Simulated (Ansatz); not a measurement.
Cost and result up the ladder for WS2(OH)2 (WS2O2H2) (7 atoms). Total charge 0; singlet. Geometry: r2SCAN-D4/def2-SVP.

```xyz
7

W    -0.274    0.089    0.081
S    -0.803    2.077    0.682
S    -2.009   -1.168    0.153
O     1.030   -0.563    1.268
H     1.027   -1.450    1.656
O     0.370    0.110   -1.684
H     0.658    0.905   -2.156
```

Ansatz on 4 threads of Arm Neoverse V2 on a shared host. Times are rough, and most runs start from the orbitals of an earlier one. ωB97X-V/def2-TZVP serves as the yardstick here, not as an exact answer. Binding counts from free atoms at the same level (W quintet, S triplet, O triplet, H doublet; other spins of the atoms weren't run), without zero-point energy or a counterpoise term.

In the def2 sets W takes a core potential; there is no spin–orbit coupling. Correlated methods freeze 12 core orbitals; core or outer-core shells of W are correlated, in sets that lack core-valence functions.

Correlated methods converge slowly with the basis.

```json
{"level": "CAM-B3LYP-D4/def2-TZVP", "functions": "188", "binding energy per atom (eV)": "4.19", "difference from ωB97X-V/def2-TZVP (eV)": "-0.06"}
{"level": "BLYP-D4/def2-TZVP", "functions": "188", "binding energy per atom (eV)": "4.38", "difference from ωB97X-V/def2-TZVP (eV)": "0.13"}
{"level": "LDA (SPW92)/def2-TZVP", "functions": "188", "binding energy per atom (eV)": "5.15", "difference from ωB97X-V/def2-TZVP (eV)": "0.90"}
{"level": "CCSD(T)/def2-TZVP", "functions": "188", "binding energy per atom (eV)": "4.14", "difference from ωB97X-V/def2-TZVP (eV)": "-0.12"}
{"level": "ωB97X-V/def2-TZVP", "functions": "188", "binding energy per atom (eV)": "4.25", "difference from ωB97X-V/def2-TZVP (eV)": "0.00"}
```

(1) Estimate how long each takes.

## Answers

(1) LDA (SPW92)/def2-TZVP 1.1 s; BLYP-D4/def2-TZVP 2.2 s; CAM-B3LYP-D4/def2-TZVP 3.4 s; ωB97X-V/def2-TZVP 8 s; CCSD(T)/def2-TZVP 96 s. On shared hardware such times vary by a factor of up to 3.
